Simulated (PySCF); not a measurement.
Au(Cl)(CO) (CAuClO), SMILES [O+]#[C-]->[Au][Cl], multiplicity 1.

Geometry: B3LYP-D3(BJ)/def2-SVP. The multiplicity is an assumed one; other spin states were not compared. The isomer is the one that the SMILES or the coordinates give; other isomers of the formula were not compared. The def2 effective core potentials stand for the cores of Au; spin–orbit coupling is left out.

Calculation: PySCF with TDA-ωB97X/def2-SVPD.

Vertical excitations; the highest root listed may be one member of a degenerate set. Isolated molecule, no solvent. State labels are in the subgroup C2v.

Question: Estimate the UV-visible absorptions. (The exact figures need the calculation; the answer reports its results.)

Answer: 
```
state  symmetry  energy (eV)  λ (nm)      f                                                              main pairs
-----  --------  -----------  ------  -----  ----------------------------------------------------------------------
S1           A2         5.44     228  0.000  HOMO−1→LUMO+1 43 %, HOMO→LUMO 43 %, HOMO−7→LUMO+1 6 %, HOMO−6→LUMO 6 %
S2           A1         5.52     225  0.000                               HOMO−1→LUMO, HOMO→LUMO+1 (degenerate set)
S3           A2         5.52     225  0.000                               HOMO→LUMO, HOMO−1→LUMO+1 (degenerate set)
S4           B1         5.54     224  0.053                                            HOMO−2→LUMO (degenerate set)
S5           B2         5.54     224  0.053                                          HOMO−2→LUMO+1 (degenerate set)
S6           B1         6.28     197  0.000                             HOMO−3→LUMO, HOMO−4→LUMO+1 (degenerate set)
S7           B2         6.28     197  0.000                             HOMO−3→LUMO+1, HOMO−4→LUMO (degenerate set)
S8           B2         6.50     191  0.024                             HOMO−4→LUMO, HOMO−3→LUMO+1 (degenerate set)
S9           B1         6.50     191  0.024                             HOMO−4→LUMO+1, HOMO−3→LUMO (degenerate set)
S10          A1         6.53     190  0.353                   HOMO→LUMO+1 43 %, HOMO−1→LUMO 43 %, HOMO−2→LUMO+2 7 %
T1           B2         5.18     239      0                           HOMO−2→LUMO+1, HOMO−5→LUMO+1 (degenerate set)
T2           B1         5.18     239      0                               HOMO−2→LUMO, HOMO−5→LUMO (degenerate set)
T3           A1         5.20     238      0  HOMO−1→LUMO 40 %, HOMO→LUMO+1 40 %, HOMO−7→LUMO 9 %, HOMO−6→LUMO+1 9 %
T4           A1         5.32     233      0  HOMO→LUMO+1 42 %, HOMO−1→LUMO 42 %, HOMO−6→LUMO+1 7 %, HOMO−7→LUMO 7 %
```
Triplets are in the Tamm–Dancoff approximation.
